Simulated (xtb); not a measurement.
xtb input for B(H)(OEt)(NH2) (C₂H₈BNO), SMILES CCOBN, GFN2-xTB. 

```
$ xtb mol.xyz --gfn 2 --sp --chrg 0 --uhf 0 --json
$ cat mol.xyz
13

B     -0.40821785     0.72562714     0.85066884
H     -1.17567258     0.08339099     1.47647141
O      0.52498932     0.17143453     0.03589751
C      0.59506864    -1.21112808    -0.19959198
C     -0.22662235    -1.60751994    -1.42381533
H      1.65164678    -1.45372329    -0.36545545
H      0.24035126    -1.77015183     0.67687210
H      0.11216999    -1.05193615    -2.29456420
H     -0.12022970    -2.67179160    -1.61686479
H     -1.27593928    -1.37829631    -1.25348421
N     -0.42514202     2.11814839     0.94420631
H     -1.04493049     2.63643653     1.53816380
H      0.21909525     2.69130916     0.42933657
```

Program output:

```
[banner left out]
          |                Calculation Setup                |
           -------------------------------------------------



           -------------------------------------------------
          |                 G F N 2 - x T B                 |
           -------------------------------------------------

        Reference                      10.1021/acs.jctc.8b01176
      * Hamiltonian:
        H0-scaling (s, p, d)           1.850000    2.230000    2.230000
        zeta-weighting                 0.500000
      * Dispersion:
        s8                             2.700000
        a1                             0.520000
        a2                             5.000000
        s9                             5.000000
      * Repulsion:
        kExp                           1.500000    1.000000
        rExp                           1.000000
      * Coulomb:
        alpha                          2.000000
        third order                    shell-resolved
        anisotropic                    true
        a3                             3.000000
        a5                             4.000000
        cn-shift                       1.200000
        cn-exp                         4.000000
        max-rad                        5.000000


          ...................................................
          :                      SETUP                      :
          :.................................................:
          :  # basis functions                  28          :
          :  # atomic orbitals                  28          :
          :  # shells                           18          :
          :  # electrons                        30          :
          :  max. iterations                   250          :
          :  Hamiltonian                  GFN2-xTB          :
          :  restarted?                      false          :
          :  GBSA solvation                  false          :
          :  PC potential                    false          :
          :  electronic temp.          300.0000000     K    :
          :  accuracy                    1.0000000          :
          :  -> integral cutoff          0.2500000E+02      :
          :  -> integral neglect         0.1000000E-07      :
          :  -> SCF convergence          0.1000000E-05 Eh   :
          :  -> wf. convergence          0.1000000E-03 e    :
          :  Broyden damping             0.4000000          :
          :  net charge                          0          :
          :  unpaired electrons                  0          :
          ...................................................

 iter      E             dE          RMSdq      gap      omega  full diag
   1    -16.7009330 -0.167009E+02  0.645E+00    7.32       0.0  T
   2    -16.8229494 -0.122016E+00  0.390E+00    5.92       1.0  T
   3    -16.8259559 -0.300650E-02  0.167E+00    7.26       1.0  T
   4    -16.8339903 -0.803438E-02  0.600E-01    6.58       1.0  T
   5    -16.8362650 -0.227476E-02  0.225E-01    6.87       1.0  T
   6    -16.8364228 -0.157795E-03  0.648E-02    6.78       1.0  T
   7    -16.8364383 -0.155086E-04  0.198E-02    6.79       1.4  T
   8    -16.8364387 -0.320450E-06  0.702E-03    6.78       4.0  T
   9    -16.8364387 -0.394518E-07  0.258E-03    6.78      10.8  T
  10    -16.8364387 -0.370628E-07  0.842E-04    6.78      32.9  T
  11    -16.8364387 -0.168339E-08  0.738E-04    6.78      37.6  T

   *** convergence criteria satisfied after 11 iterations ***

         #    Occupation            Energy/Eh            Energy/eV
      -------------------------------------------------------------
         1        2.0000           -0.6714136             -18.2701
       ...           ...                  ...                  ...
         9        2.0000           -0.4868476             -13.2478
        10        2.0000           -0.4715473             -12.8315
        11        2.0000           -0.4596514             -12.5078
        12        2.0000           -0.4327924             -11.7769
        13        2.0000           -0.4323621             -11.7652
        14        2.0000           -0.4038186             -10.9885
        15        2.0000           -0.3832527             -10.4288 (HOMO)
        16                         -0.1339609              -3.6453 (LUMO)
        17                          0.0411110               1.1187
        18                          0.1014380               2.7603
        19                          0.1262545               3.4356
        20                          0.1540201               4.1911
       ...                                ...                  ...
        28                          0.5734352              15.6040
      -------------------------------------------------------------
                  HL-Gap            0.2492918 Eh            6.7836 eV
             Fermi-level           -0.2586068 Eh           -7.0370 eV

 SCC (total)                   0 d,  0 h,  0 min,  0.006 sec
 SCC setup                      ...        0 min,  0.000 sec (  1.854%)
 Dispersion                     ...        0 min,  0.000 sec (  0.955%)
 classical contributions        ...        0 min,  0.000 sec (  0.386%)
 integral evaluation            ...        0 min,  0.001 sec ( 15.147%)
 iterations                     ...        0 min,  0.003 sec ( 45.780%)
 molecular gradient             ...        0 min,  0.002 sec ( 34.037%)
 printout                       ...        0 min,  0.000 sec (  1.722%)

         :::::::::::::::::::::::::::::::::::::::::::::::::::::
         ::                     SUMMARY                     ::
         :::::::::::::::::::::::::::::::::::::::::::::::::::::
         :: total energy             -16.646122209459 Eh    ::
         :: gradient norm              0.000559423159 Eh/a0 ::
         :: HOMO-LUMO gap              6.783576137836 eV    ::
         ::.................................................::
         :: SCC energy               -16.836433463769 Eh    ::
         :: -> isotropic ES            0.054894513060 Eh    ::
         :: -> anisotropic ES          0.005993951126 Eh    ::
         :: -> anisotropic XC          0.004235433680 Eh    ::
         :: -> dispersion             -0.005760044461 Eh    ::
         :: repulsion energy           0.190311254310 Eh    ::
         :: add. restraining           0.000000000000 Eh    ::
         :: total charge               0.000000000000 e     ::
         :::::::::::::::::::::::::::::::::::::::::::::::::::::

           -------------------------------------------------
          |                Property Printout                |
           -------------------------------------------------

    * Orbital Energies and Occupations

         #    Occupation            Energy/Eh            Energy/eV
      -------------------------------------------------------------
         1        2.0000           -0.6714136             -18.2701
       ...           ...                  ...                  ...
         3        2.0000           -0.5905632             -16.0700
         4        2.0000           -0.5806101             -15.7992
         5        2.0000           -0.5477312             -14.9045
         6        2.0000           -0.5309116             -14.4468
         7        2.0000           -0.5120363             -13.9332
         8        2.0000           -0.5067607             -13.7897
         9        2.0000           -0.4868476             -13.2478
        10        2.0000           -0.4715473             -12.8315
        11        2.0000           -0.4596514             -12.5078
        12        2.0000           -0.4327924             -11.7769
        13        2.0000           -0.4323621             -11.7652
        14        2.0000           -0.4038186             -10.9885
        15        2.0000           -0.3832527             -10.4288 (HOMO)
        16                         -0.1339609              -3.6453 (LUMO)
        17                          0.0411110               1.1187
        18                          0.1014380               2.7603
        19                          0.1262545               3.4356
        20                          0.1540201               4.1911
        21                          0.1650990               4.4926
        22                          0.1851269               5.0376
        23                          0.2171328               5.9085
        24                          0.2536884               6.9032
        25                          0.2696188               7.3367
        26                          0.3540991               9.6355
       ...                                ...                  ...
        28                          0.5734352              15.6040
      -------------------------------------------------------------
                  HL-Gap            0.2492918 Eh            6.7836 eV
             Fermi-level           -0.2586068 Eh           -7.0370 eV

     #   Z          covCN         q      C6AA      α(0)
     1   5 B        2.581     0.348    17.021     7.030
     2   1 H        0.935    -0.133     6.859     4.095
     3   8 O        1.639    -0.346    19.848     6.014
     4   6 C        3.690     0.083    19.374     6.299
     5   6 C        3.750    -0.114    22.755     6.803
     6   1 H        0.924     0.037     2.490     2.468
     7   1 H        0.923     0.021     2.713     2.576
     8   1 H        0.925     0.050     2.320     2.382
     9   1 H        0.925     0.041     2.434     2.440
    10   1 H        0.925     0.045     2.385     2.415
    11   7 N        2.562    -0.355    29.170     8.021
    12   1 H        0.861     0.158     1.347     1.818
    13   1 H        0.860     0.165     1.304     1.789

 Mol. C6AA /au·bohr⁶  :       1282.889734
 Mol. C8AA /au·bohr⁸  :      27102.814543
 Mol. α(0) /au        :         54.148827


Wiberg/Mayer (AO) data.
largest (>0.10) Wiberg bond orders for each atom

 ---------------------------------------------------------------------------
     #   Z sym  total        # sym  WBO       # sym  WBO       # sym  WBO
 ---------------------------------------------------------------------------
     1   5 B    3.433 --    11 N    1.300     3 O    1.154     2 H    0.946
     2   1 H    0.982 --     1 B    0.946
     3   8 O    2.262 --     1 B    1.154     4 C    0.983
     4   6 C    3.956 --     5 C    1.007     3 O    0.983     6 H    0.972
                             7 H    0.971
     5   6 C    3.996 --     4 C    1.007    10 H    0.987     8 H    0.987
                             9 H    0.986
     6   1 H    0.999 --     4 C    0.972
     7   1 H    1.000 --     4 C    0.971
     8   1 H    0.997 --     5 C    0.987
     9   1 H    0.998 --     5 C    0.986
    10   1 H    0.998 --     5 C    0.987
    11   7 N    3.305 --     1 B    1.300    12 H    0.964    13 H    0.959
    12   1 H    0.975 --    11 N    0.964
    13   1 H    0.973 --    11 N    0.959
 ---------------------------------------------------------------------------

Topologies differ in total number of bonds
Writing topology from bond orders to xtbtopo.mol

molecular dipole:
                 x           y           z       tot (Debye)
 q only:       -0.115       0.111      -0.044
   full:       -0.077       0.141      -0.041       0.422
molecular quadrupole (traceless):
                xx          xy          yy          xz          yz          zz
 q only:       -2.438      -1.357       3.901       0.043       2.390      -1.463
  q+dip:       -2.346      -0.939       4.420      -0.795       1.581      -2.074
   full:       -2.652      -1.340       4.611      -0.023       2.136      -1.959


           -------------------------------------------------
          | TOTAL ENERGY              -16.646122209459 Eh   |
Note: The following floating-point exceptions are signalling: IEEE_UNDERFLOW_FLAG IEEE_DENORMAL
normal termination of xtb
          | GRADIENT NORM               0.000559423159 Eh/α |
          | HOMO-LUMO GAP               6.783576137836 eV   |
           -------------------------------------------------

------------------------------------------------------------------------
------------------------------------------------------------------------
 total:
 SCF:
```

Self-consistency was reached.
